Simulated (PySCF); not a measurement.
Diatomics of Na with the second period

CCSD(T) with triple-zeta basis sets in PySCF, for the lowest determinant that a PBE0 search found; no spin–orbit coupling. De refers to high-spin ground-configuration atoms.

```tsv
M	basis	reference, frozen orbitals	state (unpaired electrons)	Re (Å)	ωe (cm⁻¹)	De (eV)
Li	pcseg-2	RHF, 1	singlet (closed shell)	2.887	257	0.81
Be	def2-TZVP	ROHF, 1	doublet (σ ↑)	3.087	143	0.10
B	def2-TZVPP	UHF, 2	triplet (σ ↑, π ↑)	2.479	332	0.73
C	x2c-TZVPPall	UHF, 2	quartet (σ ↑, π ↑↑)	2.221	442	1.90
N	def2-TZVPP	ROHF, 2	triplet (π ↑↑)	2.241	381	0.75
O	x2c-TZVPPall	UHF, 2	doublet (π ↑)	2.045	496	2.44
F	x2c-TZVPPall	RHF, 2	singlet (closed shell)	1.920	545	4.62
```

Problem. By what factor does the harmonic wavenumber vary along the series?

Solution. At CCSD(T) it runs from 143 cm⁻¹ (NaBe) to 545 cm⁻¹ (NaF), a factor of 3.81.

The rows differ in basis set, which adds steps of its own.

The state changes along the series, so neighbouring rows are not always alike in their bonding.

Correlated steps freeze the inner cores (1 to 2 orbitals); shallow outer-core shells are correlated. UHF and ROHF references stand side by side, which adds small steps between rows. Weak bonds: NaBe. Basis-set superposition, not corrected here, can be much of De in a small basis, most of all at correlated wavefunction levels. Where the molecule has an RHF reference, its open-shell atoms are computed with UHF. The CCSD T1 diagnostic is raised in NaN, a sign that a single reference may not be enough there. States were picked by a PBE0 search and need not be the measured ground states.
